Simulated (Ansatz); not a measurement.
SbMe2H (C2H7Sb). Total charge 0; singlet. Geometry r2SCAN-D4/def2-SVP, basis def2-TZVP, Ansatz.

```csv
atom,x (Å),y (Å),z (Å)
Sb1,0.110,-1.264,0.424
C2,-1.157,-0.318,-1.083
H3,-0.598,-0.250,-2.027
H4,-1.454,0.690,-0.760
H5,-2.056,-0.929,-1.249
C6,1.361,0.504,0.711
H7,1.963,0.389,1.624
H8,0.740,1.407,0.794
H9,2.040,0.604,-0.149
H10,-0.949,-0.833,1.714
```

```json
{"run": "A", "HOMO (eV)": "-6.60", "LUMO (eV)": "-0.33"}
{"run": "B", "HOMO (eV)": "-5.96", "LUMO (eV)": "-0.72"}
{"run": "C", "HOMO (eV)": "-5.98", "LUMO (eV)": "-0.51"}
{"run": "D", "HOMO (eV)": "-8.85", "LUMO (eV)": "1.43"}
{"run": "E", "HOMO (eV)": "-9.24", "LUMO (eV)": "1.87"}
{"run": "F", "HOMO (eV)": "-6.75", "LUMO (eV)": "-0.08"}
```

In the def2 sets Sb takes a core potential; there is no spin–orbit coupling. LC-ωPBE has ω = 0.4 bohr⁻¹. B3LYP takes the VWN-RPA correlation.

Problem. The runs used B3LYP, B97M-V, LC-ωPBE, PBE0, r2SCAN, ωB97M-V. Estimate which is which.

Solution. A B3LYP (20 % exact exchange); B B97M-V (0 % exact exchange); C r2SCAN (0 % exact exchange); D ωB97M-V (range-separated); E LC-ωPBE (range-separated); F PBE0 (25 % exact exchange). Exact exchange lowers occupied and raises empty levels; among semilocal functionals meta-GGAs tend to open the gap a little, and such runs are hard to tell apart. The gap grows from 5.24 eV (B97M-V) to 11.11 eV (LC-ωPBE).
